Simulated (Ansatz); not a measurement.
Start from `ClC1O[SiH2]1` and change one atom or group to get `NC1O[SiH2]1`.

Ansatz, PBE0-D4/def2-TZVP geometries, multiplicity 1. Each molecule was computed in one conformer, which needn't be the lowest.

```csv
property,`ClC1O[SiH2]1`
size of the dipole moment (B3LYP/def2-TZVPP) / D,2.71
LUMO energy (B3LYP/def2-TZVPP) / eV,-1.26
HOMO–LUMO gap (PBE/def2-TZVPP) / eV,4.41
LUMO energy (PBE/def2-TZVPP) / eV,-1.86
HOMO energy (ωB97M-V/def2-TZVPP) / eV,-9.71
size of the dipole moment (PBE/def2-TZVPP) / D,2.43
```

(1) What does the change do to each property? (An estimate is asked.)

## Answers

(1) Ansatz gave: 
```json
{"property": "size of the dipole moment (B3LYP/def2-TZVPP) / D", "`NC1O[SiH2]1`": "1.06", "shift": "-1.65"}
{"property": "LUMO energy (B3LYP/def2-TZVPP) / eV", "`NC1O[SiH2]1`": "-0.71", "shift": "0.55"}
{"property": "HOMO–LUMO gap (PBE/def2-TZVPP) / eV", "`NC1O[SiH2]1`": "4.43", "shift": "0.02"}
{"property": "LUMO energy (PBE/def2-TZVPP) / eV", "`NC1O[SiH2]1`": "-1.30", "shift": "0.56"}
{"property": "HOMO energy (ωB97M-V/def2-TZVPP) / eV", "`NC1O[SiH2]1`": "-9.30", "shift": "0.41"}
{"property": "size of the dipole moment (PBE/def2-TZVPP) / D", "`NC1O[SiH2]1`": "0.91", "shift": "-1.52"}
```

With PBE0 the HOMO rises by 0.47 eV and the LUMO rises by 0.57 eV, so the gap widens by about 0.10 eV. PBE moves the HOMO by 0.54 eV and ωB97M-V by 0.41 eV. The zero-point energy changes by 69.3 kJ/mol with +6 modes. Dipoles are sizes alone; their direction can turn.

B3LYP here is the variant with VWN-RPA as its local correlation; programs differ in this.
